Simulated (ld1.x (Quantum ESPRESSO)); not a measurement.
## Before and after: TM potential for ruthenium

| Quantity | Value |
| --- | --- |
| Element | ruthenium |
| Generator | ld1.x (Quantum ESPRESSO) 7.5 |
| Type | norm-conserving Troullier–Martins (Kleinman–Bylander form) |
| Functional | LDA (PZ) |
| Relativity | scalar-relativistic |
| Frozen core | [Kr] |
| Valence charge | 8 |
| Reference configuration | 4d7.5 5s0.5 5p0 |
| Partial waves | 5p (bound, empty): rc 4.20 bohr; 4d (bound): rc 1.25 bohr; 5s (bound): rc 2.55 bohr |
| Local potential | the s channel |
| Core correction | Bessel-smoothed model core, default radius (core density twice the valence density) |

Change: wave 5s (bound): rc 2.55 bohr becomes 5s (bound): rc 1.96 bohr.

Cutoffs: the cutoffs (Ry, on a coarse ladder) from which the occupation-weighted sum of valence levels, in a spherical-Bessel basis at the reference potential, stays within 10 and 1 mRy of its value at 400 Ry; they do not see the model core or the augmentation charge, which bear on the density cutoff. Errors are all-electron minus pseudo energies relative to the spin-unpolarised reference configuration.

Question: How do hardness, ghosts and transferability respond?

Answer: The potential gets neither clearly harder nor softer (70 Ry and 80 Ry → 70 Ry and 80 Ry); the d channel sets the loose cutoff, while the largest relative change is in s, which becomes harder; the number of tests that count goes from 9 to 8; of the 8 tests that both files solve, the error grows in 0 and shrinks in 5 by more than 15 % and 0.3 meV (median size 20.8 → 17.5 meV); neither file shows a bound ghost at the reference potential, the only one tested. Less of the atom is replaced, so other configurations are described better.

| quantity | base | changed |
| --- | --- | --- |
| cutoff, loose | 70 Ry | 70 Ry |
| cutoff, tight | 80 Ry | 80 Ry |
| loose cutoff by channel (10 mRy a level) | d 50 Ry, s 6 Ry | d 50 Ry, s 15 Ry |
| bound ghosts | none | none |
| tests counted (converged, no solver errors) | 9 of 9 | 8 of 9 |
| error for 4d7 5s1 5p0, meV [ΔE 0.28 eV] | -22 | -13 |
| error for 4d7 5s0 5p0, meV [ΔE 7.89 eV] | -15 | -12 |
| error for 4d6 5s2 5p0, meV [ΔE 1.90 eV] | -245 | -118 |
| error for 4d6 5s1 5p1, meV [ΔE 5.94 eV] | -232 | -152 |
| error for 4d6 5s1 5p0, meV [ΔE 10.60 eV] | -214 | -111 |
| error for 4d7 5s0 5p1, meV [ΔE 3.87 eV] | -14 | -14 |
| error for 4d7.5 5s0.5 5p0 (spin-polarised), meV [ΔE -0.96 eV] | +20 | +18 |
| error for 4d7 5s1 5p0 (spin-polarised), meV [ΔE -1.37 eV] | +15 | +17 |
| s: phases at 4.53 bohr within 0.05 rad from the reference energy up to (Ry; the scan ends near 5) | 0.8 | 0.5 |
| p: phases at 4.53 bohr within 0.05 rad from the reference energy up to (Ry; the scan ends near 5) | 1.1 | 1.2 |
| d: phases at 4.53 bohr within 0.05 rad from the reference energy up to (Ry; the scan ends near 5) | 0.4 | 0.4 |

Changed file: Tests not counted: 4d6 5s0 5p0 (solver errors, printed error -208 meV).
